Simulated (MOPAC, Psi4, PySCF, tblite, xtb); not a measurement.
Dimer C2H6O ··· CHN (SMILES COC and C#N) at R = 4.25 Å between the centres of mass, closest contact 2.11 Å (lowest of the rigid-body minima from ten starts at GFN2-xTB). Geometry in Å and degrees:

```
O
C 1 1.4092
H 2 1.0889 1 107.47
H 2 1.0983 3 109.03 1 -120.94
H 2 1.0983 3 109.04 4 -118.12
C 1 1.4093 2 112.49 3 -179.98
H 6 1.0889 1 107.47 2 -179.95
H 6 1.0983 7 109.04 1 120.94
H 6 1.0983 7 109.03 8 118.12
H 1 2.1109 2 120.54 3 -16.01
C 10 1.0667 3 134.42 2 165.61
N 11 1.1462 3 146.10 2 165.48
```

- GFN2-xTB (tblite)
- SAPT0/jun-cc-pVDZ, frozen core (Psi4)
- BLYP/def2-TZVP, counterpoise-corrected (Psi4)
- BLYP-D3(BJ)/def2-TZVP, counterpoise-corrected (Psi4)
- PBE/def2-TZVP, counterpoise-corrected (Psi4)
- PBE-D3(BJ)/def2-TZVP, counterpoise-corrected (Psi4)
- HF/aug-cc-pVDZ, counterpoise-corrected (Psi4)
- MP2/aug-cc-pVDZ = DF-MP2/aug-cc-pVDZ, frozen core, counterpoise-corrected (Psi4 1.11)
- SCS-MP2/aug-cc-pVDZ = DF-SCS-MP2/aug-cc-pVDZ, frozen core, counterpoise-corrected run with Psi4
- PM3, restricted, heats of formation (MOPAC)
- PM7, restricted, heats of formation (MOPAC)
- GFN1-xTB (xtb)
- RKS-B3LYP/6-31G* = restricted B3LYP/6-31G*, spherical d, no counterpoise correction (PySCF 2.14.0)
- RKS-B3LYP/3-21G = restricted B3LYP/3-21G, no counterpoise correction (PySCF)
- RMP2/6-31G* = restricted MP2 (frozen core)/6-31G*, spherical d, no counterpoise correction in PySCF
- RHF/6-31G* = restricted Hartree-Fock/6-31G*, spherical d, no counterpoise correction (PySCF 2.14.0)

What interaction energy does each level give?


```csv
method,E_int / kJ/mol
RKS-B3LYP/3-21G,-46.72
RMP2/6-31G*,-28.97
SAPT0/jun-cc-pVDZ,-27.59
RKS-B3LYP/6-31G*,-26.95
RHF/6-31G*,-24.64
PBE-D3(BJ)/def2-TZVP,-23.61
BLYP-D3(BJ)/def2-TZVP,-22.95
MP2/aug-cc-pVDZ,-21.92
PBE/def2-TZVP,-20.31
SCS-MP2/aug-cc-pVDZ,-20.00
HF/aug-cc-pVDZ,-19.69
BLYP/def2-TZVP,-17.06
GFN2-xTB,-16.55
PM7,-13.59
GFN1-xTB,-9.62
PM3,-5.78
```
